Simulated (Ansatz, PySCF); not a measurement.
Pair of molecules: HF (SMILES F) (first 2 atoms) with CH2F2 (SMILES FCF); geometry from B3LYP-D3(BJ)/def2-TZVP, rigid monomers moved along the line of their centres of mass till H2···F3 is 1.66 Å.
(charge 0, multiplicity 1):
```xyz
7

F     -0.12660     0.09559    -0.06366
H      0.19282     0.62387     0.63389
F      0.74227     0.87811     2.17683
C      0.37521    -0.20107     2.96105
F     -0.72737     0.14944     3.66108
H      1.19534    -0.39964     3.65003
H      0.13710    -1.03168     2.29738
```

Interaction energies are E(AB) − E(A) − E(B) at the monomers' geometry in the complex; basis-set methods are counterpoise corrected.

Correlated levels freeze the cores. CBS(a, b) extrapolates the correlation energy as X⁻³ and adds the Hartree–Fock energy of set b.

Codes used: Ansatz (Gaussian basis) for Hartree–Fock, density functionals and correlated methods; PySCF for the dispersion terms. Values without a source in brackets are computed.

PBE/def2-TZVPPD gives -13.0 kJ/mol for the interaction energy.

Task: Predict the shift from PBE, with its sign, for: PBE-D3(BJ)/def2-TZVPPD, r2SCAN/def2-TZVPPD, B3LYP/def2-TZVPPD, wB97M-V/def2-TZVPPD, MP2/CBS(aug-cc-pVDZ, aug-cc-pVTZ), MP2/CBS(aug-cc-pVDZ, aug-cc-pVTZ) + ΔCCSD(T)/aug-cc-pVDZ.

Result: PBE-D3(BJ)/def2-TZVPPD -2.3; r2SCAN/def2-TZVPPD -4.0; B3LYP/def2-TZVPPD 1.0; wB97M-V/def2-TZVPPD -2.4; MP2/CBS(aug-cc-pVDZ, aug-cc-pVTZ) -1.1; MP2/CBS(aug-cc-pVDZ, aug-cc-pVTZ) + ΔCCSD(T)/aug-cc-pVDZ -1.4 kJ/mol. 1 of 6 lie above PBE; the widest gap is to r2SCAN/def2-TZVPPD.

Ansatz is a first-principles code.
